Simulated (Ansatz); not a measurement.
Cost and result for the atomization energy of `C=C[Si](N)(N)N` (15 atoms, 14 bonds).

Z-matrix (Å, degrees):
```
Si
C 1 1.866
N 1 1.716 2 119.6
N 1 1.719 2 105.5 3 115.4
N 1 1.719 2 104.0 3 -114.7
C 2 1.331 1 124.3 3 -94.9
H 2 1.090 1 118.2 3 83.3
H 3 1.007 1 118.9 2 -73.2
H 3 1.007 1 119.5 2 69.4
H 4 1.007 1 119.2 2 -170.7
H 4 1.007 1 120.2 2 45.8
H 5 1.007 1 120.3 2 -179.9
H 5 1.007 1 119.9 2 -35.4
H 6 1.087 2 122.5 1 178.6
H 6 1.087 2 121.3 1 -0.9
```

The species carries charge 0 and has multiplicity 1. The structure was optimised at the PBE0-D4/def2-TZVP level. It is one conformer, not always the lowest. Program: Ansatz. All runs use 4 threads of an Intel Xeon Platinum 8488C on a shared host. Times are those of one run each, without the atoms' runs, and a repeat can differ threefold. Electronic energies, without spin–orbit coupling; frozen cores. CCSD(T)/CBS adds CCSD(T) − MP2 in def2-TZVPP to the MP2 limit, and its time is that of the two runs behind it. T1 = 0.010.

CCSD(T)/CBS is a level of theory with its own doubt, some kJ/mol a heavy atom from the limit and from the frozen cores, so smaller differences don't rank the functionals.

| level | functions | wall time | atomization (kJ/mol) | difference from CCSD(T)/CBS | per bond |
| --- | --- | --- | --- | --- | --- |
| LDA (SPW92)/def2-TZVPP | 323 | 1.4 s | 6535.9 | 805.8 | 57.6 |
| revPBE-D4/def2-TZVPP | 323 | 1.8 s | 5698.1 | -32.0 | -2.3 |
| BLYP-D4/def2-TZVPP | 323 | 1.8 s | 5754.9 | 24.8 | 1.8 |
| PBE-D4/def2-TZVPP (with forces) | 323 | 2.6 s | 5838.1 | 108.0 | 7.7 |
| PBE0-D4/def2-TZVPP | 323 | 3 s | 5725.3 | -4.8 | -0.3 |
| r2SCAN-D4/def2-TZVPP (with forces) | 323 | 3.4 s | 5701.7 | -28.4 | -2.0 |
| r2SCANh-D4/def2-TZVPP | 323 | 3.9 s | 5666.1 | -64.0 | -4.6 |
| CCSD(T)/def2-SVP | 133 | 7.5 s | 5295.2 | -434.9 | -31.1 |
| ωB97X-V/def2-TZVPP | 323 | 9.5 s | 5746.7 | 16.6 | 1.2 |
| B2PLYP/def2-TZVPP | 323 | 9.5 s | 5671.8 | -58.3 | -4.2 |
| MP2/def2-QZVPP | 625 | 42 s | 5732.3 | 2.2 | 0.2 |
| CCSD(T)/def2-TZVPP | 323 | 10 min | 5550.3 | -179.8 | -12.8 |
| CCSD(T)/CBS(def2) | – | 11 min | 5730.1 | 0.0 | 0.0 |

In def2-TZVPP, CCSD(T) changes the Hartree–Fock value by +1539.9 kJ/mol (the triples alone add +87.4 kJ/mol) and MP2 by +1614.3 kJ/mol; breaking electron pairs costs correlation energy, which Hartree–Fock lacks. At CCSD(T), def2-SVP lies −435.0 kJ/mol from the extrapolated value and def2-TZVPP −179.8 kJ/mol: correlation converges slowly with the basis, and small sets miss more of it in the bonded molecule than in its fragments. From PBE to PBE0 (25 % exact exchange), in def2-TZVPP and without D4, the atomization energy moves by −107.5 kJ/mol: exact exchange takes away binding that semilocal exchange gives to molecules.
